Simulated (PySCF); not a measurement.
C$_{5}$H$_{10}$, SMILES `C=CC(C)C` (C–C–C–C torsion 118°), neutral singlet in the gas phase. 

Cartesian coordinates (Å):
SMILES: CC(C)C=C
```xyz
15

C      2.2499    -0.0279     0.2914
C      1.0638    -0.3445    -0.2073
C     -0.2450     0.2248     0.2406
C     -1.1491    -0.8756     0.7883
C     -0.9281     0.9651    -0.9056
H      3.1637    -0.4783    -0.0787
H      2.3486     0.6981     1.0932
H      1.0031    -1.0779    -1.0122
H     -0.0429     0.9413     1.0454
H     -1.3611    -1.6214     0.0158
H     -0.6819    -1.3896     1.6308
H     -2.1046    -0.4634     1.1233
H     -1.1324     0.2842    -1.7377
H     -0.3018     1.7763    -1.2826
H     -1.8822     1.3889    -0.5813
```
Charge 0, spin multiplicity 1.

All levels are single points at this geometry (PBE0-D3(BJ)/def2-TZVP); Pople sets use spherical d functions. Orbital energies aren't observables, and empty levels follow the basis.

SVWN5/6-31G* in PySCF gives HOMO (eV) = -6.04.

Estimate the HOMO (eV) from each of these levels: PBE0-D3(BJ)/def2-TZVP in PySCF; B3LYP/3-21G in PySCF; B3LYP/6-31G* in PySCF; BP86/6-31G* in PySCF; M06-2X/6-31G* in PySCF; HF/3-21G in PySCF; HF/6-31G* in PySCF; HF/STO-3G in PySCF.


| level | HOMO (eV) |
|---|---|
| PBE0-D3(BJ)/def2-TZVP in PySCF | -7.38 |
| B3LYP/3-21G in PySCF | -6.89 |
| B3LYP/6-31G* in PySCF | -6.82 |
| BP86/6-31G* in PySCF | -5.99 |
| M06-2X/6-31G* in PySCF | -8.36 |
| HF/3-21G in PySCF | -9.73 |
| HF/6-31G* in PySCF | -9.66 |
| HF/STO-3G in PySCF | -8.34 |
